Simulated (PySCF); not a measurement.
## NMR data sheet: C8H13N

```
Formula                               : C8H13N
SMILES                                : C=C(C)[C@H]1C=NCCC1
InChI                                 : InChI=1S/C8H13N/c1-7(2)8-4-3-5-9-6-8/h6,8H,1,3-5H2,2H3/t8-/m1/s1
Point group of the computed structure : C1
Degrees of unsaturation               : 3
Carbon signals                        : 8
Proton signals                        : 11
```

Numbering as in the mapped SMILES `[CH2:1]=[C:2]([CH3:3])[C@H:4]1[CH:5]=[N:6][CH2:7][CH2:8][CH2:9]1`. Each H is labelled by its parent atom. Ha(C7), Ha(C8), Ha(C9) are cis to C2 on the ring; Ha(C1) is cis to C3; Hb(C7), Hb(C8), Hb(C9) are trans to C2 on the ring; Hb(C1) is trans to C3.

Computed data (PySCF 2.14): structure optimised with GFN2-xTB, shielding tensors at PBE0/pcSseg-1 (GIAO). No relativistic terms, one averaged value for each set of equivalent atoms, gas phase, single conformer.

Chemical shifts δ = σref − σ; TMS for ¹H (σ = 31.72 ppm) and ¹³C (σ = 186.93 ppm); ¹⁵N (σ = 267.73 ppm) against NH3, all at this level.

| carbon | δC, type | δH (multiplicity) | HMBC from (2–3 bonds) | span of the C tensor (ppm) |
| --- | --- | --- | --- | --- |
| C1 | 120.0, CH2 | Ha(C1) 5.22 (m); Hb(C1) 5.25 (m) | H(C4), H(C3) | 177 |
| C2 | 156.1, C | – | H(C5), Hb(C1), Ha(C1), H(C4), H(C3), Hb(C9), Ha(C9) | 253 |
| C3 | 21.3, CH3 | 1.80 (s) | Hb(C1), Ha(C1), H(C4) | 33 |
| C4 | 52.6, CH | 2.70 (m) | H(C5), Hb(C1), Ha(C1), H(C3), Hb(C9), Ha(C8), Hb(C8), Ha(C9) | 43 |
| C5 | 169.3, CH | 7.67 (d) | Hb(C7), Ha(C7), H(C4), Hb(C9), Ha(C9) | 207 |
| C7 | 53.0, CH2 | Ha(C7) 3.71 (m); Hb(C7) 4.21 (m) | H(C5), Hb(C9), Ha(C8), Hb(C8), Ha(C9) | 33 |
| C8 | 25.7, CH2 | Ha(C8) 1.63 (m); Hb(C8) 1.61 (m) | Hb(C7), Ha(C7), H(C4), Hb(C9), Ha(C9) | 10 |
| C9 | 27.9, CH2 | Ha(C9) 1.58 (m); Hb(C9) 1.69 (m) | H(C5), Hb(C7), Ha(C7), H(C4), Ha(C8), Hb(C8) | 9 |

Other nuclei:
```csv
atoms,nucleus,environment,δ (ppm),σ (ppm)
N6,¹⁵N,imine nitrogen,380.7,-113.0
```

- Carbon types of the structure: 1 × C, 2 × CH, 4 × CH2, 1 × CH3, which accounts for all hydrogens.
- δC 169.3: C=N carbon.
- δC 156.1: fully substituted alkene carbon; an sp2 carbon of a C=C bond.
- δC 120.0: terminal =CH2 carbon; an sp2 carbon of a C=C bond.
- δC 53.0: sp3 CH2 bonded to N; the inductive effect lowers its shielding.
- δH 5.25, 5.22: hydrogen on a terminal =CH2 carbon; a vinylic proton, deshielded by the sp2 carbon and the C=C anisotropy.

Shifts are as computed. Against solution values, carbons near 30 ppm lie about +3 ppm off and those near 130 ppm about +5 ppm. Of 1211 compounds with measured shifts, 218 miss one by over three times the rms of a fit or turn the order of signals round; such compounds aren't used in these exercises. Experimental scales use liquid or dissolved standards, which lie at an offset from isolated NH3 (liquid NH3: subtract about 20 ppm). Unscaled 15N shifts of sp2 nitrogen come out 20 to 40 ppm too high even then. Multiplicities follow the n + 1 count of equivalent neighbours, as no J values were calculated; m marks all less simple cases, F and P coupling included.
